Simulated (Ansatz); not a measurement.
Basis sets compared for Sn2O2⁻. Charge -1, multiplicity 2. Geometry r2SCAN-D4/def2-SVPD. Ansatz on 4 threads of Arm Neoverse V2 on a shared host; times are rough, and most runs start from earlier orbitals.

```xyz
4

Sn    1.349   -0.049   -0.765
Sn   -1.349    0.049    0.765
O    -0.665   -0.242   -1.158
O     0.665    0.242    1.158
```

In the def2 sets Sn takes a core potential; there is no spin–orbit coupling. At PBE-D4/def2-SVPD, PBE-D4/def2-TZVPD, PBE0-D4/def2-SVPD, PBE0-D4/def2-TZVPD the highest occupied level of the charge -1 doublet lies above zero (up to 1.35 eV). By energy differences its removal costs 0.85 eV (vertical, to the charge 0 singlet, at PBE0-D4/def2-TZVPD). The structure comes from a short search, and lower isomers may exist.

| level | functions | energy (Eh) | HOMO (eV) | LUMO (eV) | wall time |
| --- | --- | --- | --- | --- | --- |
| PBE-D4/def2-SVPD | 110 | -578.9244 | 1.35 | 2.02 | 1.6 s |
| PBE0-D4/def2-SVPD | 110 | -578.9115 | 0.76 | 2.43 | 2.5 s |

Task: Estimate the rows for PBE-D4/def2-TZVPD, PBE0-D4/def2-TZVPD.

Result: 
```json
{"level": "PBE-D4/def2-TZVPD", "functions": "192", "energy (Eh)": "-579.1166", "HOMO (eV)": "1.26", "LUMO (eV)": "1.83", "wall time": "2.9 s"}
{"level": "PBE0-D4/def2-TZVPD", "functions": "192", "energy (Eh)": "-579.1027", "HOMO (eV)": "0.70", "LUMO (eV)": "2.23", "wall time": "4.9 s"}
```
